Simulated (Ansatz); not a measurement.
Basis-set extrapolation for CH7FOSi2 (`OC(F)[SiH2][SiH3]`) (PBE0-D4/def2-TZVP geometry, frozen core, the Gaussian-basis code of Ansatz). Multiplicity 1, RHF reference.

|  | def2-TZVPP | def2-QZVPP |
| --- | --- | --- |
| HF | -794.205742 | -794.233273 |
| MP2 correlation | -0.908905 | -0.982749 |
| CCSD(T) correlation | -0.995554 | not run |

Energies in hartree. Use E(X) = E(∞) + A·exp(−7.88·√X) for Hartree–Fock and E(X) = E(∞) + B·X^(−2.97) for correlation, with X = 3 and 4, and add CCSD(T) minus MP2 of the smaller set to the MP2 limit.

**Question.** What is the CCSD(T) energy at the basis-set limit?

**Answer.** HF limit: -794.233273 + (-0.027531) × 0.13774 = -794.23707. MP2 limit: -0.982749 + (-0.073844) × 0.74074 = -1.03745. Higher-order term: -0.995554 − (-0.908905) = -0.08665. Total: -795.36117 hartree, 419.7 kJ/mol below CCSD(T)/def2-TZVPP.
